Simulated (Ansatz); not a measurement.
```yaml
crystal:
  periodic: [false, false, false]
  atoms:
    - {symbol: C, position_ang: [1.305349, -2.110186, 0.256762]}
    - {symbol: C, position_ang: [0.621531, -0.577326, 0.105681]}
    - {symbol: C, position_ang: [1.105121, 0.263727, -0.936436]}
    - {symbol: C, position_ang: [0.563407, 1.535292, -1.060039]}
    - {symbol: C, position_ang: [-0.660224, 2.171992, -0.389966]}
    - {symbol: C, position_ang: [-1.794011, 0.981849, -0.076821]}
    - {symbol: C, position_ang: [-0.809870, -0.451262, 0.284674]}
    - {symbol: O, position_ang: [-1.596932, -1.026740, 1.126772]}
    - {symbol: H, position_ang: [1.220386, -2.092636, 1.687353]}
    - {symbol: H, position_ang: [2.185306, -2.185968, -0.186758]}
    - {symbol: H, position_ang: [0.361189, -2.694750, 0.161448]}
    - {symbol: H, position_ang: [2.332766, 0.155338, -1.016591]}
    - {symbol: H, position_ang: [1.325505, 2.462819, -1.947432]}
    - {symbol: H, position_ang: [-1.149002, 2.516231, -0.655092]}
    - {symbol: H, position_ang: [-2.498995, 1.145574, 0.751272]}
    - {symbol: H, position_ang: [-2.371013, -0.790429, 1.568182]}
basis:
  gaussian: {orbitals: "6-31++G**", fitting: {mean_field: cc-pVTZ-jkfit}, nuclear_model: gaussian}
hamiltonian: {xc: {name: revPBE0}}
output: {forces: true}
```

```sh
$ ansatz run in.yaml --threads 2 --pin off --events-out ev --progress --plain --max-ram 32768MiB --backend cpu
```

It prints (some lines left out):

```
Functional definition: revPBE0
872 factors; integrals over basis functions are off by at most 1.5e-1 eV
mean field evaluation 1: about -9396.8523 eV, gradient 8.0e1 eV
mean field evaluation 2: about -9376.6525 eV, gradient 1.1e2 eV
mean field evaluation 4: about -9412.6702 eV, gradient 1.3e1 eV
mean field evaluation 8: about -9413.1001 eV, gradient 3.2e-1 eV
mean field evaluation 16: about -9413.0954 eV, gradient 3.2e-4 eV
mean field -9413.09535215 eV, -345.9248737664 hartree, gradient 7.0e-5 eV, S^2 0.000000; 0 other end points of the search recorded, 0 dependent functions left out
reference -9413.09544641 eV, -345.9248772305 hartree; 29, 29 occupied and 171, 171 virtual orbitals, 872 factors
Total energy: -9413.09544641 eV, -345.9248772305 hartree
Atom 0 at     1.305349    -2.110186     0.256762 Å, force    -8.314834     4.210042     8.104795 eV/Å
Atom 1 at     0.621531    -0.577326     0.105681 Å, force    -2.250173    -3.714148    -2.413769 eV/Å
Atom 2 at     1.105121     0.263727    -0.936436 Å, force     3.713431     1.298753     2.674780 eV/Å
Atom 3 at     0.563407     1.535292    -1.060039 Å, force    -0.226378     5.761029    -1.871306 eV/Å
Atom 4 at    -0.660224     2.171992    -0.389966 Å, force    45.143148   -43.514211    23.518299 eV/Å
Atom 5 at    -1.794011     0.981849    -0.076821 Å, force     9.344922    -0.361078     0.943172 eV/Å
Atom 6 at    -0.809870    -0.451262     0.284674 Å, force    -2.779380     7.291921    -0.302333 eV/Å
Atom 7 at    -1.596932    -1.026740     1.126772 Å, force     2.604679    -6.334262     1.483020 eV/Å
Atom 8 at     1.220386    -2.092636     1.687353 Å, force     1.311811    -0.517993    -4.250985 eV/Å
Atom 9 at     2.185306    -2.185968    -0.186758 Å, force     3.995857    -0.887203    -1.932825 eV/Å
Atom 10 at     0.361189    -2.694750     0.161448 Å, force     1.559266    -0.541863    -0.870152 eV/Å
Atom 11 at     2.332766     0.155338    -1.016591 Å, force    -3.381925     0.221980    -0.854468 eV/Å
Atom 12 at     1.325505     2.462819    -1.947432 Å, force    -2.439283    -2.930728     2.922439 eV/Å
Atom 13 at    -1.149002     2.516231    -0.655092 Å, force   -46.306759    38.417938   -26.665582 eV/Å
Atom 14 at    -2.498995     1.145574     0.751272 Å, force    -0.370089    -0.058477    -0.612524 eV/Å
Atom 15 at    -2.371013    -0.790429     1.568182 Å, force    -1.604293     1.658299     0.127438 eV/Å
Dipole moment:    -0.167598    -0.235044     0.289596 e Å
```

Hardware: 2 threads of an AMD EPYC 7R13 on a shared host. Wall time 4.6 s, peak host memory 0.65 GiB.
